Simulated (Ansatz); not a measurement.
Ansatz (a quantum-chemistry and plane-wave program) input file for ZnCl, SMILES [Cl][Zn+], charge +1, PBE0-D3(BJ)/def2-TZVP. 

Ansatz 0.2 input:
```yaml
crystal:
  periodic: [false, false, false]
  atoms:
    - {symbol: Zn, position_ang: [0.00000000, 0.00000000, -0.73262144]}
    - {symbol: Cl, position_ang: [0.00000000, 0.00000000, 1.29286137]}
basis:
  gaussian:
    orbitals: def2-TZVP
hamiltonian:
  xc: pbe0
  dispersion: d3bj
total_charge: 1
relax: {f_tol: 0.002, max_steps: 200}
```

Log of the run:

```
WARN ansatz: RAYON_NUM_THREADS=1 ignored (pool sized by the plan → 1); use --threads N
Functional definition: PBE0
integrals: 0.03 GiB planned
680 factors; integrals over basis functions are off by at most 2.7e-4 eV
mean field: 0.25 GiB planned
mean field evaluation 1: about -60915.7025 eV, gradient 5.9e1 eV
mean field evaluation 2: about -60860.7894 eV, gradient 1.4e2 eV
mean field evaluation 4: about -60923.4814 eV, gradient 5.1e0 eV
mean field evaluation 8: about -60923.6105 eV, gradient 6.3e-1 eV
mean field evaluation 16: about -60923.6113 eV, gradient 7.7e-6 eV
mean field -60923.61129219 eV, -2238.9014194809 hartree, gradient 1.4e-5 eV, S^2 0.000000; 0 other end points of the search recorded, 0 dependent functions left out
the calculation of the forces begins
reference -60923.61132191 eV, -2238.9014205734 hartree; 23, 23 occupied and 62, 62 virtual orbitals, 680 factors
relax step   1: F+E_penalty+E_count = -60923.64033911 eV  Δ(F+E_penalty+E_count) = +0.000e0 eV  max|allowed force component| = 5.483e-1 eV/Å  Δτ_max = 0.0000 Å  (30 SCF iters, accepted)
these checks for a lower state are left out or cut short: starts, cluster_reference, orbital_swaps, neighbouring_geometries, increment
integrals: 0.03 GiB planned
680 factors; integrals over basis functions are off by at most 2.8e-4 eV
mean field: 0.25 GiB planned
mean field -60923.61894971 eV, -2238.9017008898 hartree, gradient 1.9e-5 eV, S^2 0.000000; 0 other end points of the search recorded, 0 dependent functions left out
the calculation of the forces begins
reference -60923.61897962 eV, -2238.9017019889 hartree; 23, 23 occupied and 62, 62 virtual orbitals, 680 factors
relax step   2: F+E_penalty+E_count = -60923.64801409 eV  Δ(F+E_penalty+E_count) = -7.675e-3 eV  max|allowed force component| = 1.898e-2 eV/Å  Δτ_max = 0.0149 Å  (35 SCF iters, accepted)
these checks for a lower state are left out or cut short: starts, cluster_reference, orbital_swaps, neighbouring_geometries, increment
integrals: 0.03 GiB planned
680 factors; integrals over basis functions are off by at most 2.8e-4 eV
mean field: 0.25 GiB planned
mean field evaluation 32: about -60923.6190 eV, gradient 1.8e-5 eV
mean field -60923.61896050 eV, -2238.9017012862 hartree, gradient 1.8e-5 eV, S^2 0.000000; 0 other end points of the search recorded, 0 dependent functions left out
the calculation of the forces begins
reference -60923.61899040 eV, -2238.9017023851 hartree; 23, 23 occupied and 62, 62 virtual orbitals, 680 factors
relax step   3: F+E_penalty+E_count = -60923.64802414 eV  Δ(F+E_penalty+E_count) = -1.005e-5 eV  max|allowed force component| = 1.288e-3 eV/Å  Δτ_max = 0.0005 Å  (24 SCF iters, accepted)
integrals: 0.03 GiB planned
680 factors; integrals over basis functions are off by at most 2.8e-4 eV
mean field: 0.25 GiB planned
mean field -60923.61896050 eV, -2238.9017012862 hartree, gradient 1.8e-5 eV, S^2 0.000000; 1 other end points of the search recorded, 0 dependent functions left out
the calculation of the forces begins
reference -60923.61899040 eV, -2238.9017023851 hartree; 23, 23 occupied and 62, 62 virtual orbitals, 680 factors
Total energy: -60923.64805404 eV, -2238.9027704542 hartree
Atom 0 at    -0.000000     0.000000    -0.746987 Å, force    -0.000000     0.000000     0.001288 eV/Å
Atom 1 at     0.000000    -0.000000     1.307227 Å, force     0.000000    -0.000000    -0.001288 eV/Å
Dipole moment:     0.000000     0.000000    -1.131076 e Å
```

Self-consistency was reached.

Cost: very roughly 7 core-seconds.
